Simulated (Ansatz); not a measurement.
Isomers of C$_{2}$H$_{9}$NSn (singlet), relaxed with B3LYP-D4/def2-SVP; total energies from Ansatz at PBE-QIDH/def2-TZVP.

```tsv
isomer	description	energy (Eh)
A	SnH3(NHEt) (C2H9NSn)	-350.31507
B	SnH2Me(NHMe) (C2H9NSn)	-350.32231
```

In the def2 sets Sn takes a core potential; there is no spin–orbit coupling. Correlated methods freeze 7 core orbitals; core or outer-core shells of Sn are correlated, in sets that lack core-valence functions.

Task: Work out the relative energies (1 Eh = 2625.5 kJ/mol) and the Boltzmann populations at 298 K from electronic energies alone (R = 8.314 J/mol/K).

Result: ΔE: A 19.0, B 0.0 kJ/mol. RT = 2.48 kJ/mol. Factors exp(−ΔE/RT): A 0.000471, B 1; sum 1.000. Populations: A 0.0 %, B 100.0 %. Zero-point energy, vibrational entropy and symmetry numbers are left out and can shift these; an error of 4 kJ/mol changes a ratio by a factor of 5.0. Over the other density-functional and correlated levels in def2 sets, the gap between B and A ranges from 4 to 25 kJ/mol.
